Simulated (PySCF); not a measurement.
Vertical excitations of a molecule C₄H₅Br from TDA-LC-ωPBE/def2-SVPD (PySCF), as energy in eV (oscillator strength): 6.11 (0.000), 6.27 (0.636), 6.79 (0.000), 6.90 (0.033), 7.03 (0.163), 7.43 (0.001), 7.63 (0.004), 7.65 (0.001), 8.15 (0.050), 8.28 (0.003). Lowest triplet (TDA): 3.06 eV. Geometry optimised at PBE0-D3(BJ)/def2-SVP. Other conformers were not sampled.

**Question.** Which structure fits?
(A) BrC1=CCC1
(B) C=C=C(C)Br
(C) C#CCCBr
(D) C=CC(=C)Br

**Answer.** D, C=CC(=C)Br
